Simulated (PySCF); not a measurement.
Electronic absorption of In(OH)3

In(OH)3.
Bonds: In1–O2, In1–O4, In1–O6. Hydrogens: H3 on O2; H5 on O4; H7 on O6.

Method: TDDFT CAM-B3LYP/def2-SVPD, vertical, gas phase, core orbitals frozen in the response, def2 core potentials past Kr (PySCF 2.14.0, density-fitted response routines). The structure is a single PBE0-D3(BJ)/def2-SVP conformer in the gas phase; no vibrational or solvent corrections. Spin–orbit coupling is left out.

Predict the UV-vis stick spectrum at this level.

| state | E (eV) | λ (nm) | f | \|μ\| (D) | symmetry | main configurations (H = HOMO, L = LUMO) |
| --- | --- | --- | --- | --- | --- | --- |
| S1 | 5.28 | 234.8 | 0.0000 | 0.01 | – | H-1/H→L (≥91%) |
| S2 | 5.28 | 234.8 | 0.0000 | 0.03 | – | H-1/H→L (≥91%) |
| S3 | 6.05 | 205.1 | 0.093 | 2.01 | A″ | H-4→L (92%) |
| S4 | 6.21 | 199.7 | 0.109 | 2.16 | E′ | H-3/H-2→L (≥80%), H-1/H→L+1 (≥15%) |
| S5 | 6.21 | 199.6 | 0.110 | 2.16 | E′ | H-3/H-2→L (≥80%), H-1/H→L+1 (≥15%) |
| S6 | 7.16 | 173.1 | 0.0000 | 0.03 | – | H-5→L (79%), H-4→L+1 (12%) |
| S7 | 7.43 | 166.8 | 0.0003 | 0.10 | – | H-3/H-2→L+1 (98%) |
| S8 | 7.44 | 166.7 | 0.0001 | 0.05 | – | H-3/H-2→L+1 (98%) |
| S9 | 7.59 | 163.4 | 0.171 | 2.44 | E′ | H-1/H→L+1 (≥79%), H-3/H-2→L (≥13%) |
| S10 | 7.59 | 163.3 | 0.172 | 2.45 | E′ | H-1/H→L+1 (≥78%), H-3/H-2→L (≥14%) |

Triplets (Tamm–Dancoff): T1 4.86 eV, H-1/H→L (≥90%); T2 4.86 eV, H-1/H→L (≥90%); T3 5.22 eV, H-3/H-2→L (≥89%); T4 5.22 eV, H-3/H-2→L (≥89%).

The lowest singlet level (S1/S2) lies at 5.28 eV (235 nm, ultraviolet) and is dark (f under 0.0005). The most intense listed level is S9/S10 at 7.59 eV (163 nm, f = 0.344 summed), 2.31 eV above S1. It is the last of those listed, so stronger ones may follow. S1/S2, S4/S5, S7/S8 and S9/S10 lie within about 0.01 eV of each other in each set; the point group C3h has degenerate representations, and within a degenerate level the listed configurations can mix freely. Löwdin shares by element: HOMO (one of a set within 0.03 eV) oxygen 88%, indium 5%; LUMO indium 53%, oxygen 41%. Weighted by f, the mean energy of these states is 6.91 eV. Orbital energies (eV): HOMO-3 -10.85, HOMO-2 -10.84, HOMO-1 -10.39, HOMO -10.38, LUMO -1.37, LUMO+1 0.17, LUMO+2 1.15. No computed singlet lies in the visible range (380 to 750 nm); the lowest, at 235 nm, stands 2.02 eV above its violet end (3.26 eV). Symmetry labels in C3h follow from the direction of the transition dipole and are given only for states with f of 0.002 or more. Orbitals of the list HOMO-3 to LUMO+2 that lie within 0.01 eV of each other are written together with a slash and their weights summed (≥ marks a lower bound); for degenerate orbitals outside that list single weights are arbitrary. Only the lowest 10 singlets were computed, as vertical energies without vibronic structure.
